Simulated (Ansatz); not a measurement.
Input for Ansatz (an electronic-structure program): R-CCSD(T)/cc-pVDZ on BF3 (SMILES FB(F)F).

Ansatz 0.2 input:
```yaml
crystal:
  periodic: [false, false, false]
  atoms:
    - {symbol: B, position_ang: [-0.00000009, -0.00000000, 0.00000000]}
    - {symbol: F, position_ang: [1.31561782, 0.00000000, -0.00000000]}
    - {symbol: F, position_ang: [-0.65780886, 1.13935916, -0.00000000]}
    - {symbol: F, position_ang: [-0.65780886, -1.13935916, -0.00000000]}
basis:
  gaussian:
    orbitals: cc-pVDZ
magnetization: {spin_polarized: false}
correlation: {method: ccsd_t, electrons: outside_noble_gas}
scf: {lower_state_search: off}
```

Output:

```
WARN ansatz: RAYON_NUM_THREADS=4 ignored (pool sized by the plan → 4); use --threads N
Functional definition: HF
these checks for a lower state are left out or cut short: stability, starts, cluster_reference, orbital_swaps, neighbouring_geometries, increment
integrals: 0.02 GiB planned
514 factors; integrals over basis functions are off by at most 3.4e-4 eV
mean field: 0.09 GiB planned
mean field evaluation 1: about -8792.6468 eV, gradient 3.5e1 eV
mean field evaluation 2: about -8792.6499 eV, gradient 3.5e1 eV
mean field evaluation 4: about -8794.7365 eV, gradient 1.8e0 eV
mean field evaluation 8: about -8794.7447 eV, gradient 5.9e-2 eV
mean field -8794.74475807 eV, -323.2009085668 hartree, gradient 2.8e-6 eV, S^2 0.000000; 0 other end points of the search recorded, 0 dependent functions left out
4 core orbitals not correlated
reference -8794.74475807 eV, -323.2009085668 hartree; 12, 12 occupied and 40, 40 virtual orbitals, 514 factors
second order -17.35076435 eV of doubles, -0.00000000 eV of singles
coupled cluster: 0.12 GiB planned
cycle   1  -17.12833947 eV  change    2.2e-1 eV  update   8.6e-2
cycle   2  -17.44344680 eV  change   -3.2e-1 eV  update   2.2e-2
cycle   3  -17.52458872 eV  change   -8.1e-2 eV  update   1.2e-2
cycle   4  -17.51473676 eV  change    9.9e-3 eV  update   2.0e-3
cycle   5  -17.51250396 eV  change    2.2e-3 eV  update   7.0e-4
cycle   6  -17.51292998 eV  change   -4.3e-4 eV  update   1.6e-4
cycle   7  -17.51283059 eV  change    9.9e-5 eV  update   3.9e-5
cycle   8  -17.51279939 eV  change    3.1e-5 eV  update   9.4e-6
cycle   9  -17.51280343 eV  change   -4.0e-6 eV  update   2.6e-6
perturbative correction -0.29666539 eV, -0.0109022519 hartree
Total energy: -8812.55422688 eV, -323.8553944741 hartree
Checks for a lower state left out: stability, starts, cluster_reference, orbital_swaps, neighbouring_geometries, increment
```

The calculation finished and met its thresholds.

Cost: very roughly 2.5 core-seconds.
